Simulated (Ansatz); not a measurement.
```yaml
crystal:
  periodic: [false, false, false]
  atoms:
    - {symbol: F, position_ang: [1.116984, 0.328729, 2.180819]}
    - {symbol: C, position_ang: [0.119864, -0.258511, 1.500676]}
    - {symbol: C, position_ang: [-0.061638, -0.098295, 0.194726]}
    - {symbol: Al, position_ang: [-1.578196, -1.070340, -0.507279]}
    - {symbol: Si, position_ang: [1.095283, 0.985292, -0.787207]}
    - {symbol: H, position_ang: [-0.481045, -0.858863, 2.181652]}
    - {symbol: H, position_ang: [-2.422874, -1.929318, 0.527031]}
    - {symbol: H, position_ang: [-1.942876, -1.000452, -2.045769]}
    - {symbol: H, position_ang: [2.482262, 0.449751, -0.763496]}
    - {symbol: H, position_ang: [0.629284, 1.018650, -2.198262]}
    - {symbol: H, position_ang: [1.108252, 2.376259, -0.262392]}
basis:
  gaussian: {orbitals: 6-31G}
total_charge: -2
hamiltonian: {xc: {name: rPW86-PBE}, dispersion: d4}
accuracy: high
scf: {lower_state_search: full}
```

```sh
$ ansatz run in.yaml --threads 4 --pin off --events-out ev --progress --plain --max-ram 10444MiB
```

It prints (some lines left out):

```
Functional definition: rPW86-PBE
1672 factors; integrals over basis functions are off by at most 4.0e-9 eV
mean field evaluation 1: about -19334.8291 eV, gradient 1.4e2 eV
mean field evaluation 2: about -19334.8152 eV, gradient 1.4e2 eV
mean field evaluation 4: about -19363.5563 eV, gradient 7.7e1 eV
mean field evaluation 8: about -19378.4405 eV, gradient 6.6e0 eV
mean field evaluation 16: about -19378.6671 eV, gradient 2.4e-3 eV
mean field -19378.66714703 eV, -712.1528823211 hartree, gradient 5.0e-8 eV, S^2 0.000000; 1 other end points of the search recorded, 0 dependent functions left out
reference -19378.66716164 eV, -712.1528828578 hartree; 28, 28 occupied and 37, 37 virtual orbitals, 1672 factors
Total energy: -19379.06728522 eV, -712.1675871284 hartree
```

(1) Something in this input is off. What?

Results:

(1) The charge is far from anything that the molecule holds. Self-consistency was reached. The result belongs to that input, not to the molecule as meant.
